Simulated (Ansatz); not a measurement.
Program: Ansatz. Geometries: PBE0-D4/def2-TZVP. ΔE: electronic, gas phase. CCSD(T)/CBS is the MP2 limit (def2-TZVPP, def2-QZVPP) plus CCSD(T) − MP2 in def2-TZVPP, frozen cores. DFT in def2-TZVPP. B3LYP here is the variant with VWN-RPA as its local correlation; programs differ in this. For Ge, Se outer-core shells are correlated without core-valence functions, which leaves a few kJ/mol of doubt a bond. Scalar relativity is left out up to krypton. Each species was taken in one conformer, which may not be the lowest.

`[Cl][GeH2][SeH]` + `[SiH3][SiH2]N[SiH2]Cl` → `Cl[SiH2][NH][GeH2][Cl]` + `[SiH3][SiH2][SeH]`  (redistribution)

| level | ΔE (eV) |
| --- | --- |
| B3LYP-D4 | 0.25 |
| ωB97M-V | 0.23 |
| SCS-MP2/def2-QZVPP | 0.17 |
| HF/CBS(def2) | 0.19 |

(1) What does CCSD(T)/CBS give? (An estimate is asked.)

Largest T1 diagnostic among the species: 0.011.

## Answers

(1) The calculation gave: +0.17 eV. The listed levels differ from it by 0.08, 0.06, 0.00, 0.02 eV.

The D4 term adds +0.04 eV with B3LYP and +0.03 eV with PBE0; it sums over pairs of atoms, weighted by their polarisabilities, and B3LYP, whose exchange is more repulsive, gets the larger term.
